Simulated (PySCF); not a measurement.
Computed shifts of a molecule C4H6Ge, PBE0/pcSseg-1 (PySCF), GIAO, gas phase, atoms alike by connectivity averaged where their shifts nearly agree, in ppm (number of nuclei): ¹³C: 151.7 (1), 135.3 (1), 95.8 (1), 87.6 (1). ¹H: 6.83 (1), 6.55 (1), 4.57 (3), 3.82 (1). References: ¹³C against TMS (σ = 186.3 ppm); ⁷³Ge against GeH4 (σ = 1658.3 ppm); ¹H against TMS (σ = 31.56 ppm), references at their B3LYP-D3(BJ)/def2-TZVP geometries, non-relativistic. Coordinates come from a PBE0-D3(BJ)/def2-SVP optimisation. Other conformers were not sampled.

Task: Identify the compound among the candidates.
A. C#C/C=[CH]/[GeH3]
B. C#C[C](=C)[GeH3]
C. C1=[CH][GeH2][CH]=C1

Result: B, C#C[C](=C)[GeH3]
